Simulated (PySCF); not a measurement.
C3H9B, singlet, at a GFN2-xTB geometry; DF-R2SCAN/pcseg-0 (PySCF).

Here is a job for PySCF.
```python
from pyscf import gto, scf, dft

mol = gto.M(
    atom='''
B    -0.08209961   -0.15823689    0.78540750
H    -0.48443323   -1.19734842    1.15262329
C     0.33620304    0.91704202    1.85354451
H     0.66932654    1.86432026    1.43628222
H     1.14038190    0.53044871    2.47980215
H    -0.48711605    1.12402126    2.53675262
C     0.03794824    0.16463949   -0.75224238
C    -0.31742542   -0.96640689   -1.71889264
H     1.05329594    0.51037458   -0.97305395
H    -0.59977505    1.02758980   -0.97434999
H    -1.34368346   -1.29174999   -1.56457486
H     0.33551107   -1.82168197   -1.56021411
H    -0.21336475   -0.64643749   -2.75476176
''',
    basis='pcseg-0',
    verbose=4,
    max_memory=1800,
)

mf = dft.RKS(mol)
mf.xc = 'r2scan'
mf = mf.density_fit(auxbasis='def2-universal-jkfit')
mf.kernel()
```

The log (banner, timings and long lists left out):

```
PySCF version 2.14.0

[INPUT] verbose = 4
[INPUT] num. atoms = 13
[INPUT] num. electrons = 32
[INPUT] charge = 0
[INPUT] spin (= nelec alpha-beta = 2S) = 0
[INPUT] symmetry False subgroup None
[INPUT] Mole.unit = angstrom
[INPUT] Symbol           X                Y                Z      unit          X                Y                Z       unit  Magmom
[INPUT]  1 B     -0.082099610000  -0.158236890000   0.785407500000 AA   -0.155145777834  -0.299024384903   1.484205071179 Bohr   0.0
[INPUT]  2 H     -0.484433230000  -1.197348420000   1.152623290000 AA   -0.915446130338  -2.262660589481   2.178142342895 Bohr   0.0
[INPUT]  3 C      0.336203040000   0.917042020000   1.853544510000 AA    0.635331667846   1.732958262518   3.502691483591 Bohr   0.0
[INPUT]  4 H      0.669326540000   1.864320260000   1.436282220000 AA    1.264843848503   3.523054699878   2.714180033382 Bohr   0.0
[INPUT]  5 H      1.140381900000   0.530448710000   2.479802150000 AA    2.155009468411   1.002402785029   4.686146906608 Bohr   0.0
[INPUT]  6 H     -0.487116050000   1.124021260000   2.536752620000 AA   -0.920515925380   2.124092339589   4.793767697573 Bohr   0.0
[INPUT]  7 C      0.037948240000   0.164639490000  -0.752242380000 AA    0.071711780509   0.311123545388  -1.421532077491 Bohr   0.0
[INPUT]  8 C     -0.317425420000  -0.966406890000  -1.718892640000 AA   -0.599847108775  -1.826244346993  -3.248236327131 Bohr   0.0
[INPUT]  9 H      1.053295940000   0.510374580000  -0.973053950000 AA    1.990440854716   0.964468177140  -1.838805469926 Bohr   0.0
[INPUT] 10 H     -0.599775050000   1.027589800000  -0.974349990000 AA   -1.133410580847   1.941863290397  -1.841254630573 Bohr   0.0
[INPUT] 11 H     -1.343683460000  -1.291749990000  -1.564574860000 AA   -2.539193737508  -2.441053702510  -2.956617986780 Bohr   0.0
[INPUT] 12 H      0.335511070000  -1.821681970000  -1.560214110000 AA    0.634024034060  -3.442480009358  -2.948377363582 Bohr   0.0
[INPUT] 13 H     -0.213364750000  -0.646437490000  -2.754761760000 AA   -0.403200942136  -1.221589812751  -5.205745264825 Bohr   0.0

nuclear repulsion = 111.362247398741
number of shells = 17
number of NR pGTOs = 87
number of NR cGTOs = 54
basis = pcseg-0
ecp = {}

******** <class 'pyscf.df.df_jk.DFRKS'> ********
method = DFRKS
initial guess = minao
damping factor = 0
level_shift factor = 0
DIIS = <class 'pyscf.scf.diis.CDIIS'>
diis_start_cycle = 1
diis_space = 8
diis_damp = 0
SCF conv_tol = 1e-09
SCF conv_tol_grad = None
SCF max_cycles = 50
direct_scf = False
XC library pyscf.dft.libxc version 7.1.2
    S. Lehtola, C. Steigemann, M. J. T. Oliveira, and M. A. L. Marques,  SoftwareX 7, 1–5 (2018)
XC functionals = r2scan
    J. W. Furness, A. D. Kaplan, J. Ning, J. P. Perdew, and J. Sun,  J. Phys. Chem. Lett. 11, 8208–8215 (2020)
    J. W. Furness, A. D. Kaplan, J. Ning, J. P. Perdew, and J. Sun,  J. Phys. Chem. Lett. 11, 9248–9248 (2020)
    J. W. Furness, A. D. Kaplan, J. Ning, J. P. Perdew, and J. Sun,  J. Phys. Chem. Lett. 11, 8208–8215 (2020)
    J. W. Furness, A. D. Kaplan, J. Ning, J. P. Perdew, and J. Sun,  J. Phys. Chem. Lett. 11, 9248–9248 (2020)
radial grids:
    Treutler-Ahlrichs [JCP 102, 346 (1995); DOI:10.1063/1.469408] (M4) radial grids

becke partition: Becke, JCP 88, 2547 (1988); DOI:10.1063/1.454033
pruning grids: <function nwchem_prune>
grids dens level: 3
symmetrized grids: False
atomic radii adjust function: <function treutler_atomic_radii_adjust>
small_rho_cutoff = 0
Set gradient conv threshold to 3.16228e-05
Initial guess from minao.
tot grids = 144672
init E= -143.949139722475
  HOMO = -0.362805195796553  LUMO = -0.121230191094865  gap/eV = 6.57359
cycle= 1 E= -144.059220787246  delta_E= -0.11  |g|=  0.4  |ddm|= 3.09
  HOMO = -0.209974466535878  LUMO = -0.0151641800674602  gap/eV = 5.30106
cycle= 2 E= -144.042706031961  delta_E= 0.0165  |g|= 0.475  |ddm|= 0.956
  HOMO = -0.27107580354978  LUMO = -0.0471622883151783  gap/eV = 6.09300
cycle= 3 E= -144.102644792423  delta_E= -0.0599  |g|= 0.0134  |ddm|= 0.532
  HOMO = -0.272588190961225  LUMO = -0.0498173460845284  gap/eV = 6.06190
cycle= 4 E= -144.102689511139  delta_E= -4.47e-05  |g|= 0.00812  |ddm|= 0.0383
  HOMO = -0.272839769383719  LUMO = -0.0491726384420672  gap/eV = 6.08629
cycle= 5 E= -144.10270821903  delta_E= -1.87e-05  |g|= 0.0018  |ddm|= 0.0117
  HOMO = -0.272791494190841  LUMO = -0.0491658853790864  gap/eV = 6.08516
cycle= 6 E= -144.102709023826  delta_E= -8.05e-07  |g|= 0.000436  |ddm|= 0.00255
  HOMO = -0.272866293941651  LUMO = -0.0492548433130124  gap/eV = 6.08478
cycle= 7 E= -144.102709085558  delta_E= -6.17e-08  |g|= 8.16e-05  |ddm|= 0.000708
  HOMO = -0.27286816199936  LUMO = -0.0492520219224553  gap/eV = 6.08491
cycle= 8 E= -144.1027090874  delta_E= -1.84e-09  |g|= 1.52e-05  |ddm|= 0.000135
  HOMO = -0.272871142196152  LUMO = -0.0492545102504955  gap/eV = 6.08492
cycle= 9 E= -144.102709087481  delta_E= -8.1e-11  |g|= 2.94e-06  |ddm|= 3.21e-05
  HOMO = -0.272871190332933  LUMO = -0.0492546085256613  gap/eV = 6.08492
Extra cycle  E= -144.10270908748  delta_E= 1.71e-13  |g|= 3.48e-06  |ddm|= 7.14e-06
converged SCF energy = -144.10270908748
```
